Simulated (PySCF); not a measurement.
**Adding and removing an electron: SiTe**

RHF-CCSD(T); Si x2c-SVPall, Te x2c-SVPall; spin-free X2C with a Gaussian nucleus (PySCF 2.14). Neutral (RHF): singlet (closed shell), Re = 2.298 Å, ωe = 479 cm⁻¹, De = 4.28 eV.

SiTe⁺ (ROHF): doublet (π ↑), Re = 2.446 Å, ωe = 383 cm⁻¹, De = 3.20 eV to Si⁺ + Te. The energies at the minima are -7079.77645 hartree for SiTe and -7079.44751 for SiTe⁺.

(1) Work out the adiabatic ionisation energy, without and with harmonic zero-point energies (1 hartree = 27.2114 eV, 1 eV = 8065.5 cm⁻¹), and the change of the bond length.

Correlated steps freeze 23 core orbitals. Correlated levels converge slowly with the basis: in double zeta they bind strong bonds too weakly, by up to about 1 eV, and carry superposition errors of some tenths. Spin–orbit coupling is left out, which matters for elements this heavy, above all for dissociation energies. For an ion De counts to the pair picked by the measured ionisation energies or electron affinities, which need not be the lowest pair at this level. Where the molecule has an RHF reference, its open-shell atoms are computed with UHF. The CCSD T1 diagnostic is raised in SiTe, a sign that a single reference may not be enough there. States were picked by a PBE0 search and need not be the measured ground states.

Results:

(1) At CCSD(T): 0.32894 hartree = 8.951 eV between the minima; the zero-point term (383.0 − 479.0)/2 cm⁻¹ = -0.006 eV makes it 8.945 eV. Re changes by +14.8 pm against the neutral. The electron leaves a π orbital, and the longer bond of the ion fits a bonding orbital, or a change in how ionic the bond is.
